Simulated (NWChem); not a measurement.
System: SnCl₄; SMILES [Cl][Sn]([Cl])([Cl])[Cl]

Computed with NWChem. Coordinates come from a PBE0/def2-SVP optimisation. def2 effective core potentials on Sn; no spin-orbit coupling. Level MN15/def2-SVP: energy and gradient on several grids; changes count from the extra-fine grid, which is no exact limit either.

**Question.** Which is the coarsest grid (xfine; medium; xcoarse; fine; coarse) from which on the energy stays within 100 μHa and each gradient component within 200 μHa/bohr of xfine?

**Answer.** coarse.
```
grid     size of the energy change (μHa)  largest change of a gradient component (μHa/bohr)
-------  -------------------------------  -------------------------------------------------
xcoarse                             4000                                                 40
coarse                                10                                               < 30
medium                              < 10                                               < 30
fine                                < 10                                               < 30
xfine                               < 10                                               < 30
```
